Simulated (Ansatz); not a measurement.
Isolated molecules relaxed with PBE0-D4/def2-TZVP in Ansatz; ΔE leaves out vibrations. CCSD(T)/CBS is the MP2 limit (def2-TZVPP, def2-QZVPP) plus CCSD(T) − MP2 in def2-TZVPP, frozen cores. This one scheme is used for every species. Functionals use def2-TZVPP. One conformer a species, not always the lowest.

Reaction (ligand exchange at the Si–C bond): `O[SiH](F)CCl` + `C[SiH](N)O` → `C[Si@H](O)N[Si@@H](O)F` + `CCl`

Task: Is it downhill or uphill in electronic energy at CCSD(T)/CBS, and by how much? (An estimate is asked.)

Result: The calculation gave: Downhill: ΔE = -0.95 eV.

Task: What do these levels give: r2SCAN-D4, PBE0-D4, CCSD/def2-TZVPP, SCS-MP2/def2-QZVPP, MP2/CBS(def2), CCSD/CBS(def2)? (Estimate.)

Result: Ansatz gave: r2SCAN-D4 -0.95, PBE0-D4 -0.92, CCSD/def2-TZVPP -0.98, SCS-MP2/def2-QZVPP -0.98, MP2/CBS(def2) -0.96, CCSD/CBS(def2) -0.96 eV.

Largest T1 diagnostic among the species: 0.011.

The D4 term adds −0.04 eV with B3LYP and −0.03 eV with PBE0; it sums over pairs of atoms, weighted by their polarisabilities, and B3LYP, whose exchange is more repulsive, gets the larger term. From PBE to PBE0 (25 % exact exchange), in def2-TZVPP and without D4, ΔE moves by −0.05 eV.

B3LYP here is the variant with VWN-RPA as its local correlation; programs differ in this.
